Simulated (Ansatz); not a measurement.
```yaml
crystal:
  periodic: [false, false, false]
  atoms:
    - {symbol: Ga, position_ang: [0.176554, 0.246734, 0.029789]}
    - {symbol: H, position_ang: [1.665466, 0.050882, -0.006328]}
    - {symbol: H, position_ang: [-0.766557, 1.501006, -0.043696]}
    - {symbol: Br, position_ang: [-1.029416, -1.769317, 0.000875]}
basis:
  gaussian: {orbitals: 6-31G, fitting: {mean_field: def2-universal-jkfit}}
total_charge: -1
magnetization: {spin_polarized: true, initial_magnetization: 1}
hamiltonian: {xc: {name: SPW92}}
```

```sh
$ ansatz run in.yaml --threads 4 --pin off --events-out ev --progress --plain --max-ram 3916MiB
```

It prints (some lines left out):

```
Functional definition: SPW92
  name "SPW92"
  cite "Dirac, Proc. Camb. Phil. Soc. 26, 376 (1930) doi:10.1017/S0305004100016108"
  cite "Slater, Phys. Rev. 81, 385 (1951) doi:10.1103/PhysRev.81.385"
  cite "Perdew & Wang, Phys. Rev. B 45, 13244 (1992) doi:10.1103/PhysRevB.45.13244"
  exchange = slater_x
  correlation = pw_c
568 factors; integrals over basis functions are off by at most 8.5e-2 eV
mean field evaluation 1: about -122256.4324 eV, gradient 2.5e1 eV
mean field evaluation 2: about -122255.2401 eV, gradient 3.3e1 eV
mean field evaluation 4: about -122258.5704 eV, gradient 5.7e-1 eV
mean field evaluation 8: about -122258.5740 eV, gradient 8.7e-3 eV
mean field -122258.57403498 eV, -4492.9197259477 hartree, gradient 4.3e-5 eV, S^2 0.751068; 0 other end points of the search recorded, 0 dependent functions left out
reference -122258.57407046 eV, -4492.9197272515 hartree; 35, 34 occupied and 27, 28 virtual orbitals, 568 factors
Total energy: -122258.57407046 eV, -4492.9197272515 hartree
```

Run time 0.3 s (4 threads of Arm Neoverse V2 on a shared host).

The 6-31G sets use Cartesian d functions. The highest occupied level of an anion often lies above zero with these methods, and sets without diffuse functions describe the outer electron poorly.
